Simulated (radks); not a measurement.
All-electron atom: the gold ion Au+ in [Xe] 4f14 5d10. All-electron calculation, scalar-relativistic Kohn-Sham, HCTH/407, spin-polarised, spherical densities, finite nucleus; Fermi nuclear charge, rms radius 5.4371 fm. Program: a radial shooting solver on a logarithmic mesh with Libxc functionals.

Normalised radial functions P(r) = r R(r), r in bohr:

r	5d
0.001305	0.0000
0.001741	0.0000
0.002322	0.0001
0.003073	0.0002
0.004098	0.0003
0.005466	0.0007
0.00729	0.0016
0.009723	0.0034
0.01297	0.0072
0.0173	0.0146
0.02307	0.0290
0.03077	0.0550
0.04104	0.0979
0.05474	0.1600
0.07242	0.2298
0.0966	0.2803
0.1288	0.2531
0.1718	0.0968
0.2292	-0.1666
0.3057	-0.3897
0.4077	-0.3713
0.5438	-0.0433
0.7253	0.4331
0.9673	0.7918
1.28	0.8739
1.707	0.7234
2.277	0.4743
3.037	0.2491
4.05	0.1042
5.402	0.0293

5d: eigenvalue -15.621 eV, 2 radial nodes at r = 0.193, 0.559 bohr, <r> = 1.56 bohr, 90 % of the charge inside 2.44 bohr.
